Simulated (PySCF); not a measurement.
Input for PySCF:
```python
from pyscf import gto, scf

mol = gto.M(
    atom='''
N     0.00000000    0.00000000    0.00000000
''',
    basis='sto-3g',
    spin=3,
    verbose=4,
)

mf = scf.UHF(mol)
mf = mf.density_fit(auxbasis='def2-universal-jkfit')
mf.kernel()
```

**Question.** What does this run give for the dipole moment, number of basis functions, HOMO energy?

**Answer.** 
```
Quantity                       Value
-------------------------  ---------
dipole moment                 0.00 D
number of basis functions          5
HOMO energy                -12.96 eV
```

These values belong to the state on which the SCF converged, which isn't shown to be the lowest.
